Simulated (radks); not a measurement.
Spherical quantum dot in the effective-mass picture: electrons in a parabolic well V = omega^2 r^2 / 2 with omega = 0.0684, with a point charge +2 (a donor) at the centre, all in effective atomic units (hartree* = m*/eps^2 hartree, bohr* = eps/m* bohr), one dielectric constant everywhere. Method: non-relativistic Kohn-Sham, PBEsol, spin-polarised, spherical densities; computed with a radial shooting solver with Libxc functionals. Levels are named by radial order and angular momentum (1s, 1p, 1d, 2s, ...), and open shells are averaged over m. Results are scaled to m* = 0.09 and eps = 14.4, for which hartree* = 11.81 meV and bohr* = 8.467 nm.

N = 22, configuration 1s2 1p6 1d10 2s2 1f(up 2, down 0). This is the lowest configuration that the search found (a dilute case). Occupied levels:

level    occupation  eigenvalue (meV)  <r> (nm)
1s down           1            14.567     8.060
1s up             1            14.571     8.062
2s up             1            20.580     90.06
2s down           1            20.585     83.80
1p up             3            20.709     99.07
1p down           3            20.734     94.59
1d up             5            20.905     107.9
1d down           5            20.950     105.5
1f up             2            21.143     113.7

Energy (meV): total 213.714, kinetic 41.565, external -35.523, Hartree 242.98, exchange-correlation -35.304.
